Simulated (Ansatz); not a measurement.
Start from `[Cl][InH][SeH]` and change one element to get `[OH][InH][Cl]`.

Ansatz, PBE0-D4/def2-TZVP geometries, multiplicity 1. Each molecule was computed in one conformer, which needn't be the lowest.

Elements past krypton have def2 core potentials. Scalar relativity is left out up to krypton.

```
                                                                                  property  `[Cl][InH][SeH]`
                                                       HOMO–LUMO gap (PBE/def2-TZVPP) / eV              4.01
                                                        HOMO energy (PBE0/def2-TZVPP) / eV             -7.52
                                        size of the dipole moment (ωB97M-V/def2-TZVPP) / D              2.82
                                                       LUMO energy (B3LYP/def2-TZVPP) / eV             -1.97
                                                       HOMO energy (B3LYP/def2-TZVPP) / eV             -7.28
ideal-gas entropy at 298 K and 1 bar (rigid rotor, harmonic PBE0-D4/def2-TZVP) / J/(mol·K)               342
```

Q: Give the same properties after the change, and the shifts. (An estimate is asked.)

A: The calculation gave: 
```
                                                                                  property  `[OH][InH][Cl]`  shift
                                                       HOMO–LUMO gap (PBE/def2-TZVPP) / eV             4.89   0.88
                                                        HOMO energy (PBE0/def2-TZVPP) / eV            -8.64  -1.12
                                        size of the dipole moment (ωB97M-V/def2-TZVPP) / D             1.44  -1.38
                                                       LUMO energy (B3LYP/def2-TZVPP) / eV            -1.80   0.17
                                                       HOMO energy (B3LYP/def2-TZVPP) / eV            -8.37  -1.09
ideal-gas entropy at 298 K and 1 bar (rigid rotor, harmonic PBE0-D4/def2-TZVP) / J/(mol·K)              314    -28
```

With PBE0 the HOMO falls by 1.12 eV and the LUMO rises by 0.21 eV, so the gap widens by about 1.33 eV. PBE moves the HOMO by -0.78 eV and ωB97M-V by -1.28 eV. Dipoles are sizes alone; their direction can turn.

B3LYP here is the variant with VWN-RPA as its local correlation; programs differ in this.

Spin–orbit coupling is left out; it splits and shifts lone-pair levels of the heavy atoms by tenths of an eV.
